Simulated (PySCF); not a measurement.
**Bond curve of BiH**

Set-up: basis Bi cc-pVTZ-PP with ECP60, H cc-pVTZ; scalar-relativistic core potentials; PySCF 2.14. Energies in eV from Bi + H in their ground configurations at the same level. State: ³Σ⁻ (triplet), unpaired electrons π ↑↑.

```tsv
R (Å)	PBE0
1.549	-1.823
1.621	-2.116
1.693	-2.282
1.747	-2.344
1.801	-2.361
1.855	-2.344
1.927	-2.277
2.017	-2.144
2.125	-1.934
2.269	-1.610
```

Question: Put a parabola through the three lowest points of the PBE0 curve and estimate Re, k and ωe (reduced mass 1.003 u; 1 eV/Å² = 0.16022 mdyn/Å; ωe = 1302.8·√(k/μ) cm⁻¹).

Answer: Through R = 1.747, 1.801, 1.855 Å the second-order coefficient is 5.83 eV/Å², so Re ≈ 1.801 Å, k ≈ 1.87 mdyn/Å and ωe ≈ 1778 cm⁻¹. A polynomial fit of higher order to the unrounded PBE0 energies gives Re = 1.799 Å, k = 1.94 mdyn/Å, ωe = 1810 cm⁻¹; anharmonicity and rounding make the difference.

The higher-order fit for each curve: PBE0: Re = 1.799 Å, ωe = 1810 cm⁻¹, De = 2.36 eV.

These are scalar-relativistic numbers at best; spin–orbit coupling would shift them, the dissociation energy most. The state is the lowest determinant that a PBE0 search found; another state may lie lower at other levels.
